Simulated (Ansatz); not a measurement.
C2H4FNOSi can be A, `FC1N=C[SiH2]O1`, or B, `FC1([SiH3])N=CO1`.

Calculated with Ansatz (gas phase, PBE0-D4/def2-TZVP geometries, no zero-point term in ΔE). CCSD(T)/CBS adds triple-zeta CCSD(T) − MP2 to the extrapolated MP2 energy (def2 sets, frozen cores). DFT in def2-TZVPP. B3LYP here is the variant with VWN-RPA as its local correlation; programs differ in this.

(1) Which is lower in electronic energy at CCSD(T)/CBS, and by how much? (Estimate.)

(2) Give E(B) − E(A) in kJ/mol with CCSD/def2-TZVPP, MP2/def2-TZVPP, B2PLYP, ωB97M-V, PBE-D4, B3LYP-D4, r2SCAN-D4. (Best estimate.)

Largest T1 diagnostic: 0.015.

## Answers

(1) Computed: A, by 228.5 kJ/mol.

(2) The calculation gave: CCSD/def2-TZVPP 231.0, MP2/def2-TZVPP 226.8, B2PLYP 226.3, ωB97M-V 222.4, PBE-D4 204.5, B3LYP-D4 225.8, r2SCAN-D4 220.7. None reverses the order clearly.

In def2-TZVPP, CCSD(T) changes the Hartree–Fock value by −22.2 kJ/mol (the triples alone add −5.6 kJ/mol) and MP2 by −20.9 kJ/mol. From PBE to PBE0 (25 % exact exchange), in def2-TZVPP and without D4, E(B) − E(A) moves by +14.7 kJ/mol.
